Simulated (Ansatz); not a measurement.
Geometry optimisation, RKS PBE0-D4/def2-mTZVP (Ansatz 0.2.0).

input.yaml

```yaml
crystal:
  periodic: [false, false, false]
  atoms:
    - { symbol: Ga, position_ang: [0.0, 0.0, 0.0] }
    - { symbol: H, position_ang: [0.0, 0.0, 1.92] }
    - { symbol: H, position_ang: [1.3596, 0.0, -0.785] }
    - { symbol: O, position_ang: [-1.5501, 0.0, -0.895] }
    - { symbol: H, position_ang: [-2.0598, -0.8467, -0.6865] }
    - { symbol: "N", position_ang: [-0.2789, 2.0978, 0.7032] }
    - { symbol: H, position_ang: [-1.2096, 2.5849, 0.5615] }
    - { symbol: Si, position_ang: [1.0914, 2.9734, 1.5203] }
    - { symbol: H, position_ang: [2.1783, 2.0359, 1.7878] }
    - { symbol: H, position_ang: [1.5745, 4.0421, 0.6507] }
    - { symbol: H, position_ang: [0.6225, 3.5457, 2.779] }
    - { symbol: H, position_ang: [-0.136, 1.0226, 1.8459] }
basis:
  gaussian: { orbitals: def2-mTZVP }
hamiltonian:
  xc: pbe0
  dispersion: d4
relax:
  f_tol: 0.15
  max_steps: 25
  restrain:
    - { distance: [0, 5], at: 1.93, k: 30.0 }
    - { distance: [11, 1], at: 0.66, k: 30.0 }
    - { distance: [0, 1], at: 2.77, k: 30.0 }
    - { distance: [11, 5], at: 2.26, k: 30.0 }
output:
  orbitals: {}
```

Launched with:

```bash
$ ansatz run input.yaml --threads 4 --pin off --max-ram 5120MiB --backend cpu --events-out ev --progress --plain --runs-dir out
```

Where does it end, and by what steps?

The forces met the threshold. The restraints hold the end off the free minimum; the threshold counts their pulls, which the force column leaves out. Restrained pairs: Ga1–N6 (2.23 → 1.89 Å), H2–H12 (1.03 → 0.71 Å), Ga1–H2 (1.92 → 2.77 Å), N6–H12 (1.58 → 2.27 Å). After 7 steps the energy has fallen by 2.287 eV (the restraints' own energy left out); H12 moved furthest, 0.69 Å.

```
step  energy less start (eV)  largest force component (eV/Å)  accepted
   0                  0.0000                           2.913       yes
   1                 -0.3479                           4.241       yes
   2                 -1.1683                           3.864       yes
   3                 -1.8351                           2.382       yes
   4                 -2.1382                           1.500       yes
   5                 -2.2097                           1.253       yes
   6                 -2.2694                           1.429       yes
   7                 -2.2872                           1.506       yes
```

```xyz
12
Properties=species:S:1:pos:R:3
Ga -0.082 0.502 -0.226
H -0.133 -0.235 2.445
H 1.238 -0.259 -0.524
O -1.719 -0.001 -0.717
H -1.777 -0.817 -1.220
N -0.192 2.147 0.702
H -1.117 2.556 0.668
Si 1.088 3.089 1.362
H 2.244 2.167 1.541
H 1.547 4.224 0.508
H 0.710 3.664 2.685
H -0.215 0.420 2.178
```

Time of the run: 20 s on 4 threads of Arm Neoverse V2, with other jobs on the host, peak memory 0.32 GiB.
